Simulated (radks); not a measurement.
The rhodium ion Rh2+, 43 electrons, occupied as [Kr] 4d(3/2: 4, 5/2: 2) 5p(1/2: 1, 3/2: 0) (not the ground configuration). Method: Dirac Kohn-Sham, relativistic LDA (MacDonald-Vosko exchange, VWN5 correlation), spin-unpolarised, spherical densities, finite nucleus; Fermi nuclear charge, rms radius 4.4945 fm; computed with a radial shooting solver on a logarithmic mesh with Libxc functionals.

Unscreened Slater integrals over Kohn-Sham orbitals (cm^-1). Large and small components are both included. Empty in this configuration: 5p3/2.

integral,value
"F0(5p1/2,5p1/2)",65767
"F0(5p1/2,4d5/2)",80896
"G3(5p1/2,4d5/2)",9293.0
"F0(5p1/2,4d3/2)",81008
"G1(5p1/2,4d3/2)",10784
"F0(5p1/2,4p3/2)",83362
"G2(5p1/2,4p3/2)",5012.5
"F0(5p1/2,5p3/2)",64981
"G2(5p1/2,5p3/2)",35205
"F0(4d5/2,4d5/2)",142240
"F2(4d5/2,4d5/2)",71075
"F4(4d5/2,4d5/2)",46489
"F0(4d5/2,4d3/2)",142960
"F2(4d5/2,4d3/2)",71430
"G2(4d5/2,4d3/2)",71398
"G4(4d5/2,4d3/2)",46707
"F0(4d5/2,4p3/2)",159160
"F2(4d5/2,4p3/2)",78449
"G1(4d5/2,4p3/2)",98628
"G3(4d5/2,4p3/2)",60258
"F0(4d5/2,5p3/2)",79233
"F2(4d5/2,5p3/2)",24167
"G1(4d5/2,5p3/2)",10036
"G3(4d5/2,5p3/2)",8558.4
"F0(4d3/2,4d3/2)",143700
"F2(4d3/2,4d3/2)",71802
"F0(4d3/2,4p3/2)",160180
"F2(4d3/2,4p3/2)",79198
"G1(4d3/2,4p3/2)",99802
"G3(4d3/2,4p3/2)",60998
"F0(4d3/2,5p3/2)",79339
"F2(4d3/2,5p3/2)",23942
"G1(4d3/2,5p3/2)",9731.5
"G3(4d3/2,5p3/2)",8357.7
"F0(4p3/2,4p3/2)",183610
"F2(4p3/2,4p3/2)",96219
"F0(4p3/2,5p3/2)",81585
"F2(4p3/2,5p3/2)",18692
"G0(4p3/2,5p3/2)",3852.5
"G2(4p3/2,5p3/2)",4914.8
"F0(5p3/2,5p3/2)",64233
"F2(5p3/2,5p3/2)",34883
